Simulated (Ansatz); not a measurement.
Reaction (ligand exchange at a Ge–N bond): `[NH2][GeH]` + `O[SiH3]` → `[SiH3][O][GeH]` + NH₃

Program: Ansatz. Geometries: PBE0-D4/def2-TZVP. ΔE: electronic, gas phase. CCSD(T)/CBS is the MP2 limit (def2-TZVPP, def2-QZVPP) plus CCSD(T) − MP2 in def2-TZVPP, frozen cores. This one scheme is used for every species. DFT in def2-TZVPP. For Ge outer-core shells are correlated without core-valence functions, which leaves a few kJ/mol of doubt a bond. Scalar relativity is left out up to krypton.

| level | ΔE (kJ/mol) | difference from CCSD(T)/CBS |
| --- | --- | --- |
| LDA (SPW92) | 1.4 | 12.6 |
| r2SCAN-D4 | -8.5 | 2.7 |
| B97M-V | -16.4 | -5.2 |
| BHLYP-D4 | -17.2 | -6.0 |
| ωB97X-V | -12.5 | -1.3 |
| B2PLYP | -11.9 | -0.7 |
| BLYP | -11.1 | 0.1 |
| CAM-B3LYP | -10.6 | 0.6 |
| RPA@PBE/def2-TZVPP | -13.2 | -2.0 |
| CCSD(T)/def2-SVP | -11.7 | -0.5 |
| HF/def2-TZVPP | -17.7 | -6.5 |
| MP2/def2-TZVPP | -11.2 | 0.0 |
| SCS-MP2/def2-TZVPP | -13.9 | -2.7 |
| CCSD(T)/def2-TZVPP | -12.1 | -0.9 |
| HF/def2-QZVPP | -19.2 | -8.0 |
| MP2/def2-QZVPP | -11.2 | 0.0 |
| CCSD(T)/CBS | -11.2 | 0 |

Largest T1 diagnostic among the species: 0.015.

Leaving LDA and LC-ωPBE aside and taking each functional with its dispersion term where it has one, the values, not all of them listed here, spread over 9.0 kJ/mol, from BHLYP-D4 to PBE-D4. LDA lies +7.3 kJ/mol from PBE without D4. The D4 term adds −3.8 kJ/mol with B3LYP and −2.2 kJ/mol with PBE0; it sums over pairs of atoms, weighted by their polarisabilities, and B3LYP, whose exchange is more repulsive, gets the larger term.

B3LYP here is the variant with VWN-RPA as its local correlation; programs differ in this.
